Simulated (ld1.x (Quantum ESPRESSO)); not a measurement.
**Pseudopotential generation for Ce: TM, LDA (PZ), scalar-relativistic.**

| Quantity | Value |
| --- | --- |
| Element | cerium |
| Generator | ld1.x (Quantum ESPRESSO) 7.5 |
| Type | norm-conserving Troullier–Martins (Kleinman–Bylander form) |
| Functional | LDA (PZ) |
| Relativity | scalar-relativistic |
| Frozen core | [Kr] 4d10 |
| Valence charge | 12 |
| Reference configuration | 4f1 5s2 5p6 5d0 6s0 6p0 (charge +3) |
| Partial waves | 5p (bound): rc 2.60 bohr; 5d (bound, empty): rc 2.15 bohr; 4f (bound): rc 1.10 bohr; 5s (bound): rc 2.05 bohr |
| Local potential | the s channel |
| Core correction | a·sin(br)/r model core inside 1.05 bohr |

Poles of the logarithmic derivatives, all-electron (AE) and pseudo (PS). s: poles at -4.6, 1.9 (AE) and -4.6, 0.8 (PS) Ry. p: poles at -3.1, 3.2 (AE) and -3.1, 3.0 (PS) Ry. d: poles at -0.9 (AE) and -0.9 (PS) Ry. f: poles at -2.1, 2.0 (AE) and -2.1, 2.2 (PS) Ry. Test radius 2.85 bohr.

- Cutoffs needed: 230 Ry and 260 Ry (the cutoffs (Ry, on a coarse ladder) from which the occupation-weighted sum of valence levels, in a spherical-Bessel basis at the reference potential, stays within 10 and 1 mRy of its value at 400 Ry)
- Ghost test: no extra level below or beside the all-electron valence levels (p, d, f, s tested) (spherical-Bessel basis up to 400 Ry, 20 bohr box)
- Configuration tests: 4 of 9 tests not solved or not reliable; not counted: 4f1 5s2 5p5 5d1 6s2 6p0 (solver errors, printed error +1.1 eV)
